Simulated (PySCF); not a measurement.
Compound: CH₈AsB.
Structure used (PBE0-D3(BJ)/def2-SVP), in Å, numbered top down from 1:
```xyz
11
CH8AsB angstrom
C     -1.479    0.386   -0.322
B     -0.447   -0.434    0.600
As     1.502   -0.085   -0.069
H     -2.494    0.188    0.064
H     -1.343    1.479   -0.290
H     -1.483    0.075   -1.380
H     -0.325   -0.060    1.761
H     -0.468   -1.656    0.504
H      1.883   -0.446   -1.488
H      2.621   -0.793    0.655
H      2.067    1.318   -0.047
```

Computed, not measured: PBE0-D3(BJ)/def2-SVP geometry optimisation, gas phase (PySCF).

Take the most abundant isotopes and a rigid rotor. 

(1) What are A, B and C (MHz)?

(2) Classify the top.

(3) What does the inertial defect say?

(4) Give the other two planar moments, Paa and Pbb, and the rms extents of the mass along the axes.

(5) Which lines would a microwave search look for?

(6) Estimate the classical rotational partition function at 200 K, 298.15 K and 500 K.

Answers

(1) Ia = 24.26, Ib = 153.15, Ic = 164.77 u·Å²; 505379 MHz·u·Å²/I gives A = 20831, B = 3300, C = 3067 MHz.

(2) A near-prolate asymmetric top: κ = (2 × 3300 − 20831 − 3067)/(20831 − 3067) = -0.97.

(3) Not planar: Δ = Ic − Ia − Ib = -12.65 u·Å². For a rigid frame Δ = −2 Σ m c², so Σ m c² = 6.32 u·Å² lies off the ab plane, practically all of it from hydrogen. The atom farthest from that plane is 1.15 Å away.

(4) Paa = Σ m a² = (Ib + Ic − Ia)/2 = 146.83 and Pbb = Σ m b² = (Ia + Ic − Ib)/2 = 17.94 u·Å². With the mass M = 105.99 u, the rms extents √(P/M) along a, b and c are 1.18, 0.41, 0.24 Å.

(5) The dipole components are |μa| = 3.29 D, |μb| = 1.58 D, |μc| = 0.00 D; the mirror of this Cs structure is the ab plane, so μc vanishes by symmetry and there are no c-type lines. The squared components, which scale the intensities, stand as 1.00 : 0.23 (a : b). Some lines, for components of 0.1 D or more:

| type | branch | J(Ka,Kc) | MHz | lower level (cm⁻¹) |
| --- | --- | --- | --- | --- |
| b | R | 3(0,3) ← 2(1,2) | 1791 | 1.214 |
| a | R | 2(1,2) ← 1(1,1) | 12502 | 0.797 |
| a | R | 2(0,2) ← 1(0,1) | 12732 | 0.212 |
| b | Q | 3(1,2) ← 3(0,3) | 18355 | 1.274 |
| b | Q | 4(1,3) ← 4(0,4) | 18839 | 2.123 |
| a | R | 3(0,3) ← 2(0,2) | 19092 | 0.637 |
| a | R | 5(3,3) ← 4(3,2) | 31843 | 7.422 |
| a | R | 5(1,4) ← 4(1,3) | 32407 | 2.751 |
| b | Q | 4(2,3) ← 4(1,4) | 54109 | 2.673 |
| b | R | 5(2,3) ← 4(1,4) | 86019 | 2.673 |
| b | Q | 3(3,0) ← 3(2,1) | 88226 | 3.629 |
| b | R | 5(4,2) ← 4(3,1) | 155367 | 7.422 |

(6) Point group Cs, symmetry number σ = 1; q = (√π/σ)·√((kT/h)³/(ABC)), k/h = 20836.6 MHz/K: 32800 at 200 K, 59800 at 298.15 K, 130000 at 500 K.

Stationary, but not proved a minimum. Constants of a rigid frame at the computed geometry: no zero-point averaging, no centrifugal distortion. A rigid rotor knows nothing of internal rotation, which can split or shift real lines. Quadrupole hyperfine structure (11B, 75As) is left out.
